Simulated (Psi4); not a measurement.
I$_{2}$Sn (SMILES [I][Sn][I]), singlet, at a GFN2-xTB geometry (such geometries of metal compounds can be far from the true shape) (all electrons, no relativity). Base run: R2SCAN/STO-3G run with Psi4 1.11.

Input for Psi4:
```
memory 2 GB

molecule mol {
0 1
  Sn   -0.000853   -0.003955    1.154732
  I     1.086715   -1.845360   -0.550210
  I    -1.085910    1.849092   -0.539160
}

set basis sto-3g
set reference rks
set scf_type pk

energy('r2scan')
print_variables()
```

Variants of this job, named by their change:

| change | E (Eh) | dipole (D) |
|---|---|---|
| base | -19671.61160 | 2.08 |
| functional = scan | -19672.94552 | 1.98 |
| functional = m06-2x | -19671.73196 | 2.39 |
| functional = wb97m-v | -19671.44286 | 2.55 |
| functional = m11 | -19666.14895 | 2.45 |
| functional = m06 | -19671.05331 | 2.31 |
| functional = x3lyp | -19670.62868 | 2.22 |
| functional = m06-l | -19671.69671 | 2.10 |
| functional = tpssh | -19670.50847 | 2.15 |
| functional = pbe | -19669.22124 | 1.98 |
| functional = wb97x-v | -19670.20114 | 2.59 |
| functional = mn15 | -19659.56487 | 2.53 |
| functional = wb97x | -19671.62456 | 2.55 |

Absolute energies of different levels of theory aren't comparable as measures of quality.
